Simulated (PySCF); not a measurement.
C8H8N3 (charge -1).
Numbering: `[CH3:1][c:2]1[cH:3][cH:4][c:5]2[n-:6][n:7][n:8][c:9]2[c:10]1[CH3:11]`

Probes without a nucleus sit at each ring's centroid and 1 Å off its mean plane on both sides; NICS is minus the shielding there, NICSzz its component along the normal. Level: GIAO PBE0/pcSseg-1 (PySCF, non-relativistic, gas phase) on the GFN2-xTB geometry, one conformer.

Rings: 1. C2–C3–C4–C5–C9–C10; 2. C5–N6–N7–N8–C9.

| set | NICS(0) | NICS(1), two faces | NICS(1)zz, two faces |
| --- | --- | --- | --- |
| P | -10.0 | -11.8 / -11.8 | -28.6 / -28.6 |
| Q | -12.8 | -16.0 / -16.0 | -40.8 / -40.7 |

Question: Which set (ppm) belongs to which ring?

Answer: P = 1, Q = 2.
- 1 (6-membered carbocycle; formal bonds all aromatic): mean NICS(1)zz -28.6 ppm, shielded. For a flat ring without four-coordinate atoms the NICS criterion counts such a value as aromatic, though in fused rings the probe also feels the neighbouring ring.
- 2 (5-membered ring with 3 N; formal bonds all aromatic): mean NICS(1)zz -40.7 ppm, shielded, aromatic by this magnetic criterion (flat ring, no four-coordinate atom), though in fused rings the probe also feels the neighbouring ring.

Question: How do the rings differ in shape?

Answer: 
```csv
ring,bond lengths (Å),rms pucker (Å),HOMA,nearest outside atom to a NICS(1) probe (Å)
1,"1.408, 1.374, 1.393, 1.434, 1.398, 1.384",0.00,0.88,hydrogen 2.65
2,"1.352, 1.314, 1.314, 1.354, 1.434",0.00,0.88,carbon 2.74
```

HOMA = 1 − mean of α(R − Ropt)² over the ring bonds, with Krygowski's 1993 parameters (CC: Ropt 1.388 Å, α 257.7 Å⁻²; CN: Ropt 1.334 Å, α 93.52 Å⁻²; NN: Ropt 1.309 Å, α 130.33 Å⁻²).

Cost: about 2.2 min of CPU time on one thread; the machine was shared, so the figure is rough. This is the whole shielding run at PBE0/pcSseg-1, SCF included.
